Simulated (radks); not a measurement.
Problem. Spherical quantum dot in the effective-mass picture: electrons in a well V = -V0 / (1 + exp((r - R)/a)) with V0 = 4.36, R = 10.8, a = 1.2, all in effective atomic units (hartree* = m*/eps^2 hartree, bohr* = eps/m* bohr), one dielectric constant everywhere. Method: non-relativistic Kohn-Sham, LDA (Slater exchange, Perdew-Wang correlation), spin-polarised, spherical densities; computed with a radial shooting solver with Libxc functionals. Levels are named by radial order and angular momentum (1s, 1p, 1d, 2s, ...), and open shells are averaged over m. Each electron was tried in the lowest free levels, single moves between levels near the top were tried too, and the lowest total energy was kept; such a search can miss a lower state. The series stops at N = 30: beyond it a trial failed or the search could not be trusted, so later rows were left out. Give the order in which the levels fill up to N = 30, the shell closures and the spin along the way.

Solution. Shells are first occupied in the order 1s, 1p, 1d, 1f. Open shells at each N (closed shells left out): 1: 1s(up 1, down 0); 2: none; 3: 1p(up 1, down 0); 4: 1p(up 2, down 0); 5: 1p(up 3, down 0); 6: 1p(up 3, down 1); 7: 1p(up 3, down 2); 8: none; 9: 1d(up 1, down 0); 10: 1d(up 2, down 0); 11: 1d(up 3, down 0); 12: 1d(up 4, down 0); 13: 1d(up 5, down 0); 14: 1d(up 5, down 1); 15: 1d(up 5, down 2); 16: 1d(up 5, down 3); 17: 1d(up 5, down 4); 18: none; 19: 1f(up 1, down 0); 20: 1f(up 2, down 0); 21: 1f(up 3, down 0); 22: 1f(up 4, down 0); 23: 1f(up 5, down 0); 24: 1f(up 6, down 0); 25: 1f(up 7, down 0); 26: 1f(up 7, down 1); 27: 1f(up 7, down 2); 28: 1f(up 7, down 3); 29: 1f(up 7, down 4); 30: 1f(up 7, down 5). All shells are closed at N = 2, 8, 18 (there: 1s2 1p6 1d10). Largest 2S: 7, at N = 25.
